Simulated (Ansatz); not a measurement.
In3As3H12, a cluster cut from wurtzite InAs (hydrogen-capped), relaxed as a singlet with RKS r2SCAN-D4/def2-SVP in Ansatz, starting from the GFN2-xTB geometry. Force threshold 0.03 eV/Å.

In the def2 sets In takes a core potential; there is no spin–orbit coupling.

Start:

```
atom   x (Å)   y (Å)   z (Å)
 As1  -1.531  -0.893  -1.443
 In2  -1.751  -2.355   0.854
 As3   0.412  -1.100   1.956
 In4  -0.124   0.938  -2.900
 As5   1.632   1.364  -0.852
 In6   2.478   0.659   1.648
  H7  -2.870  -1.005  -2.129
  H8  -2.066   0.279  -0.646
  H9  -3.180  -1.847   1.697
 H10  -1.458  -4.038   0.587
 H11  -0.480   0.111   2.140
 H12   0.332  -1.354   3.443
 H13  -1.097   2.358  -3.094
 H14   0.636   0.219  -4.274
 H15   0.520   2.131  -0.168
 H16   2.319   2.674  -1.159
 H17   4.013  -0.134   1.618
 H18   2.216   1.992   2.721
```

```
         step   energy (eV)  largest force component (eV/Å)  SCF passes
            1  -198224.0991                           0.439          16
            2  -198224.3375                           0.335          18
            3  -198224.4905                           0.146          17
            4  -198224.5912                           0.088          18
            5  -198224.6597                           0.073          17
            6  -198224.6945                           0.178          18
 7 (rejected)  -198224.6790                           0.219          17
            8  -198224.7125                           0.013          17
            9  -198224.7158                           0.036          17
10 (rejected)  -198224.7152                           0.050          18
           11  -198224.7167                           0.002          19
```

Force components are those of the run's own axes.

End:

Cartesian coordinates in Å:
```
As -1.867 -0.531 -1.273
In -1.590 -2.308 0.766
As 0.118 -0.748 2.195
In -0.052 0.809 -2.790
As 1.359 1.761 -0.670
In 2.413 0.545 1.522
H -2.809 -1.189 -2.258
H -2.859 0.506 -0.791
H -3.086 -2.342 1.620
H -0.644 -3.605 0.144
H -0.744 0.270 2.910
H 0.456 -1.551 3.433
H -0.871 2.149 -3.500
H 0.938 -0.393 -3.521
H 0.587 2.957 -0.155
H 2.493 2.564 -1.268
H 3.484 -0.664 0.929
H 2.674 1.769 2.706
```

By distances, no bond broke or formed. The bond that changes most is In2–As3, from 2.73 to 2.72 Å (atoms count from 1).

The force fell under the threshold at step 8, but the optimiser went on and released 0.004 eV more. No frequencies were taken in this run, so the end may be a saddle point.

Hardware: 2 threads of AMD EPYC 7R13 on a shared host and a share (18 GiB) of an NVIDIA H100 80GB HBM3. Wall time 44 s, peak host memory 0.92 GiB.
